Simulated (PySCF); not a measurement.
```xyz
3
charge 0 multiplicity 1, angstrom
Zr   -0.3646    0.0000   -0.4321
N    -1.7607    0.0000    0.5177
Cl    1.6421    0.0000    0.9030
```

Method: PySCF, PBE0, basis Zr def2-TZVP with ECP28, N def2-TZVP, Cl def2-TZVP (scalar-relativistic core potentials, no spin–orbit coupling, density fitting).

This geometry of ClZrN is a stationary point at this level.

What is the point group?

Cs.

Is it a minimum?

Yes: all harmonic wavenumbers are real.

Which band is strongest in the infrared?

1059 cm⁻¹ (a'), 152 km/mol.

What are the dipole moment and the gap between the highest occupied and lowest empty levels?

7.11 D and 3.58 eV.

Stability towards spin polarisation was not tested. Only a few start shapes were tried, so a lower isomer may exist.
